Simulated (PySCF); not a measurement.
Molecule: `CCP(=S)(CC)CC`, C6H15PS.

Geometry (Å), atoms numbered from 1 in this order:
```xyz
23

C     2.874    0.362    0.682
C     1.964   -0.434   -0.239
P     0.421   -0.988    0.583
S     0.720   -2.061    2.190
C    -0.485   -1.869   -0.746
C    -1.841   -2.386   -0.295
C    -0.544    0.533    0.933
C    -0.858    1.439   -0.245
H     3.045   -0.193    1.616
H     2.437    1.338    0.943
H     3.848    0.551    0.205
H     1.697    0.129   -1.149
H     2.457   -1.365   -0.565
H    -0.564   -1.201   -1.621
H     0.177   -2.703   -1.031
H    -2.542   -1.564   -0.084
H    -2.297   -3.020   -1.070
H    -1.732   -2.981    0.624
H     0.030    1.056    1.715
H    -1.459    0.175    1.433
H    -1.419    2.326    0.088
H     0.056    1.801   -0.742
H    -1.474    0.931   -1.003
```

Geometry PBE0-D3(BJ)/def2-SVP throughout; GIAO in PySCF, gas phase, one conformer, non-relativistic; equivalent atoms averaged; functional PBE0.

(1) How do the shifts δ (against TMS, H3PO4, CS2 at the same level) depend on the basis set? (ppm; last column core-seconds on 1 thread of an Intel Xeon Platinum 8259CL, shared host)

(2) Which nucleus moves most, in ppm?

(3) Taking the largest basis, 6-311+G(2d,p) (322 functions), as the yardstick, rank the others by their worst heavy-atom deviation.

## Answers

(1) 
```tsv
basis set	functions	C2/C5/C7	C1/C6/C8	P3	S4	H9/H10/H11/H16/H17/H18/H21/H22/H23	H12/H13/H14/H15/H19/H20	core-s
STO-3G	63	19.5	17.2	-59.6	-146.5	0.80	0.80	15
6-31G	110	22.8	8.2	-22.2	-274.7	1.07	1.20	27
6-31G*	150	23.4	7.7	40.9	-270.1	1.01	1.34	39
6-311+G(2d,p)	322	26.3	6.9	33.4	-253.8	1.06	1.57	120
```

(2) S4 (sulfur bonded to P): from -274.7 ppm with 6-31G to -146.5 ppm with STO-3G. The smallest spread is 0.27 ppm, at H9/H10/H11/H16/H17/H18/H21/H22/H23. Proton shifts span only some 12 ppm, so a few tenths of a ppm matter as much there as several ppm in carbon.

(3) 6-31G* 16.3 ppm (150 functions), 6-31G 55.6 ppm (110 functions), STO-3G 107.3 ppm (63 functions).

A small basis that lands close on one nucleus may do so by chance; judge by the trend and by all nuclei.
